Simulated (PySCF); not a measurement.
All values below come from PBE-D3(BJ)/def2-TZVP // r2SCAN-D4/def2-TZVP (PySCF). Isolated molecules, 0 K electronic values unless said otherwise. One relaxed conformer stands for a flexible species; it need not be the lowest. 

Reference species (SMILES): `C1B2OB12` (neutral, multiplicity 1).

```json
{
 "HOMO": "-5.27 eV",
 "HOMO–LUMO gap": "2.62 eV"
}
```

Changed species: `C=BB=O`.

Q: What does the change do to the HOMO and HOMO–LUMO gap?

A: the HOMO drops by 1.22 eV, to -6.49 eV; the HOMO–LUMO gap falls by 0.18 eV, to 2.44 eV.
